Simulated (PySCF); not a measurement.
## BeGa: from constants to spectrum

UHF-CCSD(T) constants of BeGa, ²Π (doublet), unpaired electrons π ↑ (Be jorge-DZP-DKH, Ga jorge-DZP-DKH; spin-free X2C with a Gaussian nucleus (PySCF 2.14); masses 9.0122 and 68.9256 u):

```
ωe            : 370.8 cm⁻¹
ωexe          : 5.04 cm⁻¹
Be            : 0.38074 cm⁻¹
αe            : 0.00564 cm⁻¹
De to Be + Ga : 0.61 eV
```

Problem. What force constant and bond length do these constants imply?

Solution. Reduced mass μred = 7.9701 u; k = 5.8918×10⁻⁷·μred·ωe² (u, cm⁻¹, mdyn/Å) = 0.646 mdyn/Å; Re = √(16.8576/(μred·Be)) (u, cm⁻¹, Å) = 2.357 Å.

Problem. Estimate the centrifugal constant D from the Kratzer relation and find the Dunham coefficient a1.

Solution. D = 4Be³/ωe² = 1.61e-06 cm⁻¹; a1 = −1 − αeωe/(6Be²) = -3.40.

Correlated steps freeze 9 core orbitals. Correlated levels converge slowly with the basis: in double zeta they bind strong bonds too weakly, by up to about 1 eV, and carry superposition errors of some tenths. Spin–orbit coupling is left out. The state was picked by a PBE0 search and need not be the measured ground state.
